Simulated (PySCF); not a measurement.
## GeC: frontier orbitals

BP86 at R = 1.808 Å; Ge aug-cc-pVDZ-PP with ECP10, C aug-cc-pVDZ; scalar-relativistic core potentials (PySCF 2.14). State: ³Π (triplet), unpaired electrons σ ↑, π ↑. Only the outer orbitals are listed, counted within each symmetry, core potentials removing the inner ones.

```
spin  orbital  occ.  ε (eV)  on Ge (%)           main shells (%)
   α       5σ     1  -16.32         39           57 C s, 33 Ge s
   α       6σ     1  -10.71         60    55 Ge s, 32 C s, 9 C p
   α       3π     1   -6.79         33           66 C p, 32 Ge p
   α       7σ     1   -6.68         41    49 C p, 34 Ge p, 9 C s
   α       3π     1   -6.00         36           63 C p, 35 Ge p
   α       4π     0   -3.00         72           68 Ge p, 27 C p
   α       4π     0   -2.42         70           65 Ge p, 29 C p
   β       5σ     1  -15.02         50           45 C s, 44 Ge s
   β       6σ     1   -9.48         62  48 Ge s, 34 C s, 13 Ge p
   β       3π     1   -5.49         48           51 C p, 47 Ge p
   β       3π     0   -5.14         55           54 Ge p, 44 C p
   β       7σ     0   -4.78         33   46 C p, 32 Ge p, 21 C s
   β       4π     0   -1.99         61           55 Ge p, 40 C p
```

Question: Which are the highest filled and the lowest empty level, where do they sit, and how wide is the gap?

Answer: Highest filled β 3π at -5.49 eV (in %: 51 C p, 47 Ge p); lowest empty β 3π at -5.14 eV (in %: 54 Ge p, 44 C p); the gap at BP86 is 0.35 eV. Both belong to one degenerate shell, split only by its one-sided filling, so this is no excitation gap.

The bond order (Mayer) is 2.17, the ⟨S²⟩ is 2.016 and the charge on Ge (Mulliken, basis-dependent) is 0.30. The charge on Ge (Löwdin, basis-dependent) is 0.49 and the dipole moment (positive dipole means Ge(−)C(+)) is -2.05 D.

Spin–orbit coupling is left out. The state is the lowest determinant that a PBE0 search found; another state may lie lower at other levels.
